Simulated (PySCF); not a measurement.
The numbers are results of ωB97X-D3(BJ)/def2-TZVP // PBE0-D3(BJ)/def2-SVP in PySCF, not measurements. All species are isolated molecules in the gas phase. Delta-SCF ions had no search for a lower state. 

Reference species (SMILES): `[SiH3][GeH3]` (neutral, multiplicity 1).

```yaml
HOMO–LUMO gap: 12.86 eV
vertical ionisation energy (Delta-SCF): 10.56 eV
HOMO: -10.61 eV
```

After one change: the HOMO–LUMO gap rises by 2.34 eV; the vertical ionisation energy (Delta-SCF) rises by 1.98 eV; the HOMO falls by 1.58 eV.

### Question
Name the change that produced these shifts. The new species is one of these.
A. `[SiH3][GeH]([SiH3])[SiH3]`
B. `[GeH4]`
C. `[SiH3][GeH2][SiH3]`

### Answer
B, `[GeH4]`
